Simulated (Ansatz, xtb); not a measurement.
## Relative energy of two conformers of CH6AlClN

Structure X is `[CH2][NH2+][AlH2-][Cl]`, a doublet and structure Y is `[CH2][NH2+][AlH2-][Cl]`, a doublet. Both are isolated molecules in the gas phase, relaxed with B3LYP-D3(BJ)/def2-SVP.

X (Å):

```yaml
atoms:
  - { symbol: C, position_ang: [-1.7676, 1.9207, -0.5218] }
  - { symbol: Al, position_ang: [1.1827, 1.5978, -0.1274] }
  - { symbol: Cl, position_ang: [2.0521, -0.3766, 0.0243] }
  - { symbol: N, position_ang: [-0.7881, 0.8970, -0.3871] }
  - { symbol: H, position_ang: [-2.0628, 2.4369, 0.3922] }
  - { symbol: H, position_ang: [-1.8129, 2.4287, -1.4856] }
  - { symbol: H, position_ang: [-0.7411, 0.2862, -1.2080] }
  - { symbol: H, position_ang: [-0.9575, 0.2931, 0.4228] }
  - { symbol: H, position_ang: [1.0333, 2.3839, 1.2425] }
  - { symbol: H, position_ang: [1.4104, 2.3386, -1.5118] }
```

Y (Å):

```xyz
10

C    -2.1231    1.9424   -2.3436
Al   -2.4894    1.2141    0.5180
Cl   -3.0858    3.2667    0.8395
N    -1.3383    1.6027   -1.2007
H    -2.5524    1.1092   -2.9013
H    -2.6449    2.8983   -2.2874
H    -0.7234    0.8024   -1.3725
H    -0.7491    2.3871   -0.9037
H    -3.6060    0.2359   -0.0385
H    -1.3235    0.6943    1.4671
```

Task: Which of the two would you expect CCSD(T)/def2-SVP + ΔMP2/def2-TZVPP electronic energies to favour?

Result: Too close to call at this level: CCSD(T)/def2-SVP + ΔMP2/def2-TZVPP gives E(Y) − E(X) = +0.008 eV.

Level by level:

```
                             level               geometry  E(Y) − E(X) (eV)  departure from the last row (eV)  job, with rough time for the two
             B3LYP-D3(BJ)/def2-SVP  B3LYP-D3(BJ)/def2-SVP              −0.003                            −0.011                optimisation, 94 s
                       HF/def2-SVP  B3LYP-D3(BJ)/def2-SVP              +0.005                            −0.003           part of the CCSD(T) run
                      MP2/def2-SVP  B3LYP-D3(BJ)/def2-SVP              −0.002                            −0.011           part of the CCSD(T) run
                  CCSD(T)/def2-SVP  B3LYP-D3(BJ)/def2-SVP              −0.002                            −0.010                      single point
CCSD(T)/def2-SVP + ΔMP2/def2-TZVPP  B3LYP-D3(BJ)/def2-SVP              +0.008                                                  single point, 41 s
```

The largest departure from CCSD(T)/def2-SVP + ΔMP2/def2-TZVPP is that of B3LYP-D3(BJ)/def2-SVP, 0.011 eV. Levels run at GFN2-xTB geometries aren't shown. The last row adds to CCSD(T) the change of the MP2 difference between the two basis sets, here +0.010 eV.

With harmonic frequencies from B3LYP-D3(BJ)/def2-SVP (ideal gas, rigid rotor, one conformer each, 298.15 K, 1 atm): on the last row, ΔE + ΔZPE = +0.015 eV. A mode under 50 cm⁻¹ makes harmonic enthalpies and free energies unreliable, so none is given.

Open shells are spin-unrestricted. The correlated steps freeze 12 core orbitals. Run with Ansatz 0.2.0; the last row on 2 threads of Arm Neoverse V1 on a shared host.
